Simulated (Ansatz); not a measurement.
System: C₂H₂F₂, charge 0, singlet. C2H2F2 (1,1-difluoroethene, SMILES C=C(F)F).
B3LYP-D3(BJ)/def2-TZVP minimum from Ansatz (a quantum-chemistry and plane-wave program):
```
C
C 1 1.3156
F 1 1.3225 2 125.22
F 1 1.3225 2 125.22 3 -180.00
H 2 1.0775 1 119.81 3 0.00
H 2 1.0775 5 120.39 1 180.00
```
Charge 0, spin multiplicity 1.

Wanted: atomisation energy (electronic, to ground-state atoms), in kJ/mol. Radicals and triplets start from unrestricted determinants; spin-orbit coupling is neglected. CBS(X,Y): correlation extrapolated as X^-3, Hartree-Fock from the larger set (Q,5: extrapolated as (X+1)exp(-9√X)). A bracket is a step between two methods taken in the basis named. Functionals run without relativity, which enters their misses. Double hybrids freeze cores in their MP2 part. 'core' is core correlation in cc-pwCVTZ, 'X2C' scalar relativity in cc-pVTZ-DK, both at CCSD(T). Where a partner has so few electrons that a lower coupled-cluster level is exact, that level stands in.

CCSD(T)/CBS(cc-pVQZ,cc-pV5Z) + [CCSDT(Q) - CCSD(T)]/cc-pVDZ + core + X2C (Ansatz) gives 2454.9 kJ/mol.

**Question.** How far off this value is PBE/def2-TZVPD (Ansatz), in which direction, and which of these levels come nearer: B3LYP/def2-TZVPD, PBE0/def2-TZVPD, wB97M-V/def2-TZVPD, B2PLYP/def2-TZVPD, CCSD(T)/CBS(cc-pVQZ,cc-pV5Z) + core + X2C?

**Answer.** PBE gives 2552.6 kJ/mol, 97.7 kJ/mol above it. Differences of the others: B3LYP/def2-TZVPD (Ansatz) -19.0; PBE0/def2-TZVPD (Ansatz) 11.1; wB97M-V/def2-TZVPD (Ansatz) 2.8; B2PLYP/def2-TZVPD (Ansatz) -28.7; CCSD(T)/CBS(cc-pVQZ,cc-pV5Z) + core + X2C (Ansatz) -3.2 kJ/mol. Nearer than PBE: B3LYP/def2-TZVPD, PBE0/def2-TZVPD, wB97M-V/def2-TZVPD, B2PLYP/def2-TZVPD, CCSD(T)/CBS(cc-pVQZ,cc-pV5Z) + core + X2C.
